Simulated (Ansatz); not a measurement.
C$_{7}$H$_{18}$GeO$_{3}$ (`CC[O][Ge]([CH3])([O]CC)[O]CC`), relaxed with RKS PBE0-D4/def2-TZVP in the Gaussian-basis code of Ansatz from a PBE-D4/def2-SVP geometry. The force threshold is 0.005 eV/Å; the program also tests the step.

Total charge 0; spin multiplicity 1.

Start:

```xyz
29

C    -1.339   -2.798   -1.369
C    -1.669   -1.360   -1.000
O    -1.006   -1.033    0.218
Ge   -0.842    0.691    0.721
C    -2.480    1.648    1.115
O    -0.067    1.578   -0.638
C     1.189    1.164   -1.168
C     1.347    1.728   -2.572
O     0.171    0.600    2.189
C     0.998   -0.521    2.507
C     2.460   -0.264    2.167
H    -1.862   -3.097   -2.300
H    -1.646   -3.486   -0.557
H    -0.248   -2.920   -1.525
H    -1.359   -0.672   -1.823
H    -2.775   -1.243   -0.887
H    -2.910    2.057    0.182
H    -3.205    0.966    1.598
H    -2.247    2.479    1.809
H     2.019    1.530   -0.516
H     1.267    0.050   -1.192
H     1.267    2.834   -2.556
H     0.554    1.339   -3.244
H     2.333    1.455   -2.999
H     0.893   -0.691    3.603
H     0.635   -1.440    1.996
H     3.097   -1.100    2.524
H     2.609   -0.167    1.072
H     2.814    0.672    2.645
```

| step | energy (eV) | largest force (eV/Å) | largest move (Å) |
| --- | --- | --- | --- |
| 1 | -70197.1599 | 0.566 | 0.000 |
| 2 | -70197.2817 | 0.276 | 0.042 |
| 3 | -70197.2968 | 0.032 | 0.029 |
| 4 | -70197.2975 | 0.022 | 0.018 |
| 5 | -70197.2984 | 0.049 | 0.059 |
| 6 | -70197.2990 | 0.049 | 0.038 |
| 7 | -70197.2996 | 0.091 | 0.070 |
| 8 | -70197.3001 | 0.060 | 0.021 |
| 9 | -70197.3009 | 0.015 | 0.053 |
| 10 (rejected) | -70197.2998 | 0.157 | 0.167 |
| 11 | -70197.3017 | 0.028 | 0.081 |
| 13 | -70197.3030 | 0.053 | 0.043 |
| 15 | -70197.3046 | 0.121 | 0.088 |
| 17 | -70197.3078 | 0.093 | 0.132 |
| 19 | -70197.3097 | 0.108 | 0.010 |
| 21 | -70197.3117 | 0.040 | 0.095 |
| 23 | -70197.3123 | 0.018 | 0.017 |
| 25 | -70197.3126 | 0.007 | 0.040 |
| 27 | -70197.3127 | 0.007 | 0.014 |
| 29 | -70197.3128 | 0.004 | 0.006 |
| 31 | -70197.3128 | 0.005 | 0.011 |
| 33 | -70197.3128 | 0.003 | 0.010 |
| 34 | -70197.3128 | 0.002 | 0.007 |

End:

```xyz
29

C    -1.257   -2.907   -1.135
C    -1.552   -1.446   -0.901
O    -0.843   -1.011    0.243
Ge   -0.786    0.719    0.636
C    -2.494    1.529    0.995
O    -0.101    1.598   -0.738
C     1.199    1.304   -1.210
C     1.471    2.135   -2.440
O     0.287    0.811    2.030
C     0.937   -0.320    2.583
C     2.195   -0.690    1.832
H    -1.802   -3.273   -2.008
H    -1.553   -3.500   -0.267
H    -0.189   -3.058   -1.304
H    -1.262   -0.857   -1.782
H    -2.633   -1.302   -0.757
H    -3.087    1.573    0.081
H    -3.028    0.952    1.750
H    -2.337    2.543    1.364
H     1.942    1.523   -0.433
H     1.289    0.235   -1.451
H     1.398    3.198   -2.204
H     0.746    1.908   -3.225
H     2.474    1.932   -2.825
H     1.181   -0.053    3.617
H     0.259   -1.181    2.616
H     2.711   -1.510    2.338
H     1.959   -1.015    0.817
H     2.876    0.163    1.779
```

It took 76 s on 11 threads of an AMD EPYC 7R13 on a shared host and a whole NVIDIA H100 80 GB, with 1.4 GiB of host memory at the peak.
